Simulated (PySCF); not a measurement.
# Reading the logs of faulty runs: C2H7OSi

All numbers below are calculated, not measured. They come from PySCF 2.14.0, an open-source quantum chemistry program, on an isolated molecule that a program drew, which may never have been made. The molecule is C2H7OSi (charge 0, doublet), drawn as the SMILES string `[CH2][SiH](C)O`.

Each row is a Hartree-Fock (HF) and frozen-core CCSD(T) single point in the cc-pV(D+d)Z basis, meant for a local HF minimum. Run 1 is clean. Each other run has one planted mistake out of seven kinds, and not every kind appears here: one electron removed, one electron added, multiplicity raised by two, geometry at a saddle point, minimal basis STO-3G, one bond length entered in bohr, all coordinates scaled. The reference is restricted for singlets and unrestricted otherwise, and also for a bond in bohr. Adding or removing an electron swaps singlet and doublet. Electrons count all cores. HOMO and LUMO are orbital energies over both spins, the gradient is its largest component, and the lowest frequency (negative if imaginary) is given only where the gradient is small. Bond lengths are over the 10 bonds as drawn. T1 is the CCSD diagnostic: over 0.02 (restricted) or 0.045 (unrestricted) a single reference is doubtful.

Geometry of the clean run:
```xyz
11
C2H7OSi, angstrom
C    -1.7913   -0.2238    1.2799
Si   -0.6680    1.1888    0.8803
C    -0.7781    1.6357   -0.9343
O     0.8571    0.7031    1.3078
H    -2.7015   -0.4325    0.7241
H    -1.6075   -0.8887    2.1194
H    -1.0203    2.3952    1.6757
H    -1.7954    1.9456   -1.1941
H    -0.5105    0.7840   -1.5659
H    -0.1074    2.4647   -1.1802
H     1.5310    1.3589    1.4003
```

```
run,electrons,basis functions,<S^2>,HOMO (eV),LUMO (eV),gradient (hartree/bohr),lowest frequency (cm^-1),mean bond (Å),longest bond (Å),T1,HF (hartree),CCSD(T) (hartree),mistake
1,41,100,0.760,-10.24,2.73,2.7e-05,79,1.3265,1.872,0.0104,-443.63970,-444.25322,no fault
2,42,100,0.000,-0.30,9.00,7.3e-02,-,1.3265,1.872,0.0125,-443.58646,-444.24133,one electron added
3,41,100,0.758,-10.20,2.76,5.3e-02,-,1.2642,1.784,0.0098,-443.61392,-444.21900,all coordinates scaled
4,41,100,1.422,-8.48,2.06,1.1e-02,-,1.4589,2.811,0.0364,-443.53117,-444.14036,one bond length entered in bohr
5,41,31,0.767,-8.69,8.48,5.3e-02,-,1.3265,1.872,0.0077,-438.31537,-438.52692,?
6,40,100,0.000,-16.79,-6.97,6.7e-02,-,1.3265,1.872,0.0262,-443.32435,-443.92462,?
```

**Which mistake was planted in run 5, and what did it cost?**

It has 31 basis functions where the clean run has 100, with the same electrons and geometry. So the mistake is: minimal basis STO-3G. Subtracting run 1 and multiplying by 627.51 kcal/mol a hartree, the energy moved by 3341.1 kcal/mol in HF and 3593.3 kcal/mol in CCSD(T).

**Which mistake was planted in run 6, and what did it cost?**

It counts 40 electrons, one fewer than the clean run, at the same geometry and basis. So the mistake is: one electron removed. Subtracting run 1 and multiplying by 627.51 kcal/mol a hartree, the energy moved by 197.9 kcal/mol in HF and 206.2 kcal/mol in CCSD(T).

Cautions from the logs. Run 2: the added electron raises the CCSD(T) energy, so it isn't bound in this basis; run 6: T1 is over the limit, so its CCSD(T) energy is less reliable.
